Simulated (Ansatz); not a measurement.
The inner images of a band of F3GeH + FH (7 atoms, charge 0, multiplicity 1) are given out of order.

These are results of RKS r2SCAN-D4/def2-SVP in Ansatz 0.2.0, not measurements.

Initial state:

```xyz
7
Properties=species:S:1:pos:R:3
Ge 0.275 0.000 -0.017
H 0.520 0.000 1.477
F 1.794 0.000 -0.831
F -0.520 1.394 -0.622
F -0.520 -1.394 -0.622
F -2.109 0.000 1.159
H -2.327 0.000 2.060
```

Final state:

```xyz
7
Properties=species:S:1:pos:R:3
Ge -0.428 -0.001 -0.640
H 0.006 0.003 2.908
F 0.978 -0.002 0.321
F -0.437 1.390 -1.618
F -0.436 -1.389 -1.623
F -1.818 -0.004 0.343
H -0.752 0.003 2.914
```

Q: Put them in order from the first end to the last, with their energies above the first end.
A.
```xyz
7
Properties=species:S:1:pos:R:3
Ge -0.263 0.000 -0.019
H 0.065 0.001 1.721
F 1.456 -0.001 -0.165
F -0.665 1.459 -0.811
F -0.665 -1.459 -0.813
F -1.909 -0.001 0.971
H -0.905 0.000 1.720
```
B.
```xyz
7
Properties=species:S:1:pos:R:3
Ge -0.441 -0.001 -0.435
H 0.045 0.002 2.452
F 1.071 -0.002 0.353
F -0.498 1.425 -1.361
F -0.497 -1.424 -1.365
F -1.854 -0.003 0.519
H -0.712 0.002 2.441
```
C.
```xyz
7
Properties=species:S:1:pos:R:3
Ge 0.149 0.000 -0.001
H 0.283 0.000 1.510
F 1.756 0.000 -0.617
F -0.570 1.395 -0.691
F -0.570 -1.395 -0.691
F -2.126 -0.001 1.111
H -1.807 0.000 1.982
```
D.
```xyz
7
Properties=species:S:1:pos:R:3
Ge -0.021 0.000 0.017
H 0.144 0.001 1.564
F 1.648 -0.001 -0.370
F -0.642 1.405 -0.747
F -0.642 -1.404 -0.748
F -2.033 -0.001 1.121
H -1.340 0.000 1.767
```
E.
```xyz
7
Properties=species:S:1:pos:R:3
Ge -0.430 -0.001 -0.210
H 0.074 0.002 2.046
F 1.248 -0.001 0.167
F -0.576 1.479 -1.040
F -0.576 -1.479 -1.044
F -1.936 -0.002 0.644
H -0.690 0.001 2.040
```

A: C (+6.3 kJ/mol), D (+42.5 kJ/mol), A (+139.1 kJ/mol), E (+39.8 kJ/mol), B (-6.6 kJ/mol).

The run took 67 s on 4 threads of AMD EPYC 7B13 (Zen 3), on a shared host, peak memory 0.19 GiB.
